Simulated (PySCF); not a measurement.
A PySCF script (with the pyscf-properties extension) for the NMR shieldings of `C[B@@H-]1CC[S@@+]1C`, C4H11BS, on a GFN2-xTB geometry:

```python
import basis_set_exchange as bse
import numpy as np
from pyscf import gto, dft
from pyscf.prop import nmr

atoms = """
C    -2.151446   -0.790890    0.013241
B    -0.683563   -0.479820    0.565365
C    -0.283413    1.092626    0.714818
C     0.319624    1.255129   -0.671795
S     0.621088   -0.498078   -1.127415
C     2.213785   -0.760122   -0.289465
H    -2.249030   -1.806656   -0.366018
H    -2.464448   -0.115165   -0.781427
H    -2.876678   -0.686004    0.819429
H    -0.210403   -1.265492    1.310510
H     0.460457    1.296892    1.486367
H    -1.107850    1.785858    0.876560
H     1.247500    1.820552   -0.750493
H    -0.395918    1.630039   -1.401121
H     2.446230   -1.816737   -0.368485
H     2.976691   -0.174402   -0.793467
H     2.130375   -0.475700    0.753484
"""
names = dict.fromkeys(["C", "B", "S", "H"], "pcSseg-1")
basis = {el: gto.basis.parse(bse.get_basis(n, elements=[el], fmt="nwchem")) for el, n in names.items()}
mol = gto.M(atom=atoms, basis=basis, charge=0, verbose=0)
mf = dft.RKS(mol, xc="PBE0")
mf.grids.level = 2
mf.grids.alignment = dft.numint.BLKSIZE   # the property module wants whole blocks of grid points
mf.conv_tol = 1e-9
mf.kernel()

calc = nmr.RKS(mf)   # GIAO
C = mf.mo_coeff
Co = C[:, mf.mo_occ > 0]
resp = mf.gen_response(singlet=True, hermi=2)
def vind(x):   # induced exchange potential for any number of trial vectors
    d = np.einsum("pi,xij,qj->xpq", C, 2 * x.reshape(-1, C.shape[1], Co.shape[1]), Co, optimize=True)
    return np.einsum("xpq,pi,qj->xij", resp(d - d.transpose(0, 2, 1)), C, Co, optimize=True).ravel()
mo1, _ = nmr.rhf.solve_mo1(calc, with_cphf=vind)
sigma = calc.kernel(mo1)
for i, s in enumerate(sigma):   # ppm
    w = np.linalg.eigvalsh((s + s.T) / 2)
    print("%2d %-2s iso %8.1f  s11 %8.1f  s22 %8.1f  s33 %8.1f" % (i, mol.atom_pure_symbol(i), w.mean(), *w))
```

**Question.** What are the results?

**Answer.** 
```
 0 C  iso    179.1  s11    168.9  s22    183.4  s33    184.9
 1 B  iso     89.9  s11     58.1  s22     81.5  s33    130.0
 2 C  iso    175.4  s11    158.4  s22    176.5  s33    191.3
 3 C  iso    147.3  s11    129.2  s22    139.0  s33    173.6
 4 S  iso    539.0  s11    448.9  s22    523.3  s33    644.8
 5 C  iso    161.7  s11    144.4  s22    153.6  s33    187.0
 6 H  iso     31.1  s11     27.2  s22     28.7  s33     37.3
 7 H  iso     31.3  s11     27.6  s22     31.0  s33     35.3
 8 H  iso     31.4  s11     27.5  s22     28.0  s33     38.6
 9 H  iso     27.8  s11     25.7  s22     26.5  s33     31.1
10 H  iso     29.7  s11     25.9  s22     28.9  s33     34.5
11 H  iso     30.8  s11     26.8  s22     28.3  s33     37.4
12 H  iso     29.0  s11     24.4  s22     27.3  s33     35.2
13 H  iso     28.2  s11     24.4  s22     26.4  s33     33.8
14 H  iso     29.6  s11     24.8  s22     26.6  s33     37.4
15 H  iso     29.6  s11     24.7  s22     27.1  s33     37.2
16 H  iso     28.8  s11     24.0  s22     28.4  s33     34.1
```

These numbers come from an equivalent density-fitted implementation of the same equations, which agrees with the script to about 0.01 ppm for H and up to a few tenths of a ppm for heavy atoms, so last digits may differ.

Size and cost of the density-fitted run: 164 basis functions, 49 s wall time on 1 thread of an AMD EPYC, shared host; peak memory 0.75 GiB.
